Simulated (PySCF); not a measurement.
These 3 structures share the formula C3H9BS. Theory: PBE0-D3(BJ)/def2-SVP geometry optimisation, gas phase in PySCF. One conformer each; no zero-point energy, no entropy. No frequencies were run at this level. Point groups hold within 0.08 Å.

Question: Rank from lowest to highest electronic energy at this level (kcal/mol).
A. `[CH3:1][B:2]([CH3:3])[CH2:4][SH:5]` with C1–B2–C4–S5 -158°, B2–C4–S5–H -176°
B. `[CH3:1][CH2:2][BH:3][S:4][CH3:5]` with C1–C2–B3–S4 137°, C2–B3–S4–C5 177°
C. BMe2(SMe) (`CB(C)SC`)

Answer: C (0.0), B (13.5), A (23.1).

```
 SMILES      E (Eh)  E rel (kcal/mol)  dipole (D)  point group      A, B, C (MHz)
CSB(C)C  -542.28126               0.0        1.51           Cs   5722, 2785, 1942
  CCBSC  -542.25967              13.5        1.06           C1  12671, 1570, 1478
CB(C)CS  -542.24448              23.1        1.60           C1   6841, 2119, 1691
```
